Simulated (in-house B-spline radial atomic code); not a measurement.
RPA and G0W0 on r2SCAN: Ar IV (Ar3+)

Configuration [Ne] 3s2 3p3, highest spin, mean-field start r2SCAN. Computed with a B-spline radial code for spherical atoms: all electrons, scalar-relativistic (spin-free one-electron X2C), finite nucleus, each spin shell either full or empty, empty states to l = 9 with an (l + 1/2)⁻⁴ tail; G0W0 by contour deformation at full frequency.

Command:
```bash
python run_gw.py task.json out
```
Settings (radii: box in bohr, nucleus in fm):
```
Z                        18
electrons                15
configuration            [Ne] 3s2 3p3
hamiltonian              x2c
method                   r2scan
lmax                     9
rms_radius               3.4274
spin_polarised           True
box_radius               14.14
intervals                69
```

Cost of the run: 2.4 s on 1 thread of Arm Neoverse N1, with other jobs on the host.

Energies (hartree):

```json
{"term": "mean-field total", "value": "-526.25272"}
{"term": "Hartree-Fock functional on these orbitals", "value": "-525.67749"}
{"term": "direct second order", "value": "-1.037"}
{"term": "second-order exchange", "value": "0.37865"}
{"term": "SOSEX correction", "value": "0.34163"}
```

Question: What is the RPA correlation energy, and what remains with SOSEX?

Answer: RPA gives -0.90538 hartree (-1.64 eV per electron); RPA + SOSEX gives -0.56374, and the second-order doubles -0.65835 hartree (no singles). SOSEX takes back 38 % of the RPA value.

Quasi-particle levels (eV):

```
  level  occupied  mean field  Σx - vxc     Σc  QP weight    G0W0
  3p up       yes      -52.39     -6.76      ?          ?       ?
3s down       yes      -62.63     -5.00  -2.45      0.941  -70.08
3p down        no      -46.42      8.46  -3.11      0.938  -41.08
```

G0W0 = mean field + (Σx - vxc) + Σc, with Σc (partial-wave tail included) taken at the quasi-particle energy. Only the outer levels were computed. Levels of low weight are left out.

Question: Where does G0W0 put 3p up?

Answer: At -59.26 eV, with Σc = -0.11 eV and a quasi-particle weight of 0.937. The tabulated removal energy is 59.58 ± 0.18 eV (NIST, semi-empirical); the calculation leaves out spin-orbit coupling, Breit and QED terms, and what these don't explain is the method's own error.
